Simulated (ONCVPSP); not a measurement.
## What one change does to a pseudopotential (Gd, ONCV)

| Property | Result |
| --- | --- |
| Element | Gd (Z = 64) |
| Generator | ONCVPSP 4.0.1 |
| Type | optimised norm-conserving Vanderbilt (ONCV) |
| Functional | PBE |
| Relativity | scalar-relativistic |
| Frozen core | [Kr] 4d10 |
| Valence charge | 18 |
| Reference configuration | 4f7 5s2 5p6 5d1 6s1.75 6p0.25 |
| Partial waves | 5s+6s: rc 2.10 bohr, ncon 4, nbas 8, qcut 6 1/bohr, 2 projectors; 5p+6p: rc 2.35 bohr, ncon 3, nbas 6, qcut 6 1/bohr, 2 projectors; 5d: rc 3.25 bohr, ncon 4, nbas 9, qcut 4.7 1/bohr, 2 projectors, debl 3.1 Ha; 4f: rc 0.75 bohr, ncon 3, nbas 7, qcut 13.8 1/bohr, 1 projector |
| Local potential | polynomial inside 0.55 bohr (lpopt 4, dvloc0 4 Ha) |
| Core correction | polynomial model core, fcfact 0.7 |

All-electron outer shells of the reference configuration (PBE, scalar-relativistic, ld1.x):

```
shell  level (eV)  outermost node (bohr)  outermost maximum (bohr)
   4p     -276.73                   0.29                      0.54
   4d     -148.05                   0.27                      0.56
   5s      -50.08                   0.65                      1.20
   5p      -27.60                   0.70                      1.35
   4f       -9.03                      –                      0.56
   6s       -4.32                   1.60                      3.37
   5d       -2.80                   0.79                      1.95
   6p       -1.49                   1.92                      4.55
```

Change: d: qcut 6.4.

Cutoffs: the cutoffs (Ha) at which the residual kinetic energy of the hardest occupied pseudo-wave falls to 1 and 0.1 mHa per electron; they do not see the model core or the augmentation charge, which bear on the density cutoff. Errors are all-electron minus pseudo energies relative to the spin-unpolarised reference configuration.

**Question.** What does the change do?

**Answer.** The bound ghosts move from d, p, s to p, s; the lowest positive-energy flag moves from none to d at 54.0 eV; of the 4 tests that both files solve, the error grows in 1 and shrinks in 1 by more than 15 % and 0.3 meV (median size 1.3 → 1.8 meV); the range in which the d phases agree widens (upper end 0.7 → at the end of the scan).

```tsv
quantity	base	changed
bound ghosts	s, p, d	s, p
GHOST(+) flags under 300 eV	none	d at 54.0 eV
error for 4f7 5s2 5p6 5d1 6s2 6p0, meV [ΔE -0.70 eV]	+0.1	+0.1
error for 4f7 5s2 5p6 5d1 6s1 6p0, meV [ΔE 5.94 eV]	-1.8	-1.7
error for 4f7 5s2 5p6 5d1 6s0 6p0, meV [ΔE 18.04 eV]	-7.3	-5.7
error for 4f7 5s2 5p6 5d1.5 6s1.5 6p0, meV [ΔE 0.14 eV]	-0.8	-1.9
s: phases at 2.13 bohr within 0.05 rad from the reference energy up to (Ha; the scan ends near 5)	3.8	3.8
p: phases at 2.38 bohr within 0.05 rad from the reference energy up to (Ha; the scan ends near 5)	4.7	4.7
d: phases at 3.29 bohr within 0.05 rad from the reference energy up to (Ha; the scan ends near 5)	0.7	to the end of the scan
f: phases at 0.76 bohr within 0.05 rad from the reference energy up to (Ha; the scan ends near 5)	to the end of the scan	to the end of the scan
rms error of d²Exc/dni dnj with the model core, mHa	1.02	1.02
```

 A true bound ghost makes a file unfit for plane-wave use even where its test errors are small: the radial tests pick states by their node count and pass the ghost by.
